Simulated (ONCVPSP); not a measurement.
How hard is this Lu ONCV potential?

Lu (Z = 71), optimised norm-conserving Vanderbilt (ONCV), made with ONCVPSP 4.0.1 (LDA (Perdew-Zunger), scalar-relativistic). Core [Kr] 4d10, reference 4f14 5s2 5p6 5d1 6s1.5 (charge +0.5). Waves: 5s+6s: rc 1.50 bohr, ncon 4, nbas 8, qcut 6.1 1/bohr, 2 projectors; 5p: rc 1.30 bohr, ncon 4, nbas 8, qcut 6.5 1/bohr, 2 projectors, debl 3.3 Ha; 5d: rc 3.05 bohr, ncon 4, nbas 8, qcut 6.3 1/bohr, 2 projectors, debl 2.3 Ha; 4f: rc 1.05 bohr, ncon 5, nbas 10, qcut 15.8 1/bohr, local. Local part: the f channel. Core correction: none.

Task: For each optimised wave give the share of its norm inside rc, the residual kinetic energy above qcut (Ha) and the cutoffs (Ha) for errors of 10, 1, 0.1 and 0.01 mHa per electron.

Result:

| wave | norm inside rc | residual KE | 10 mHa | 1 mHa | 0.1 mHa | 0.01 mHa |
| --- | --- | --- | --- | --- | --- | --- |
| 5s | 0.814 | 1.0e-03 | 14.2 | 19.1 | 70.8 | 85.8 |
| 6s | 0.042 | 2.6e-04 | 10.9 | 16.0 | 24.6 | 53.0 |
| 5p | 0.474 | 3.0e-03 | 17.0 | 39.1 | 111.3 | 129.0 |
| p projector 2 | 0.061 | 1.9e-03 | 15.2 | 23.4 | 68.0 | 152.9 |
| 5d | 0.697 | 8.0e-10 | 7.1 | 9.8 | 12.1 | 13.9 |
| d projector 2 | 0.215 | 1.6e-08 | 9.1 | 11.7 | 13.9 | 15.9 |
| 4f | 0.835 | 3.3e-04 | 105.4 | 118.2 | 250.5 | 388.4 |

The occupied waves need 118 Ha and 251 Ha for 1 and 0.1 mHa. Note: ghosts flagged at negative energy: s at -661.4 eV, p at -165.9 eV, d at -275.5 eV; no localised positive-energy state flagged. A true bound ghost makes a file unfit for plane-wave use.
